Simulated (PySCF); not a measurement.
C₄H₁₂GeO₃, SMILES CCC[CH2][Ge]([OH])([OH])[OH] (GFN2-xTB optimised geometry):

```
20

C     -4.134    -2.324    -2.497
C     -2.625    -2.134    -2.594
C     -2.086    -1.303    -1.432
C     -0.579    -1.113    -1.532
Ge     0.180    -0.083     0.000
O     -0.317     1.597     0.000
O     -0.312    -0.721     1.557
O      1.934    -0.083     0.000
H     -4.500    -2.917    -3.332
H     -4.641    -1.362    -2.511
H     -4.396    -2.834    -1.572
H     -2.136    -3.111    -2.597
H     -2.381    -1.638    -3.536
H     -2.575    -0.327    -1.428
H     -2.329    -1.797    -0.488
H     -0.077    -2.080    -1.565
H     -0.328    -0.583    -2.450
H     -1.019     1.797     0.616
H      0.313    -1.329     1.947
H      2.329     0.707    -0.362
```

Computed with CAM-B3LYP/def2-SVP (PySCF).

Question: What are the frontier orbital energies and the dipole moment?

Answer: HOMO-2 -10.05 eV, HOMO-1 -10.01 eV, HOMO -9.12 eV, LUMO 1.73 eV, LUMO+1 2.77 eV; dipole moment 1.04 D.

On the same geometry PBE/def2-SVP (PySCF) gives HOMO-2 -6.69 eV, HOMO-1 -6.64 eV, HOMO -6.29 eV, LUMO -0.13 eV, LUMO+1 0.98 eV; dipole moment 0.92 D.

Meta-Löwdin charges at CAM-B3LYP/def2-SVP: C1 -0.28, C2 -0.15, C3 -0.15, C4 -0.38, Ge5 1.28, O6 -0.70, O7 -0.70, O8 -0.70, H9 0.09, H10 0.09, H11 0.09, H12 0.08, H13 0.08, H14 0.08, H15 0.09, H16 0.10, H17 0.10, H18 0.33, H19 0.33, H20 0.33.
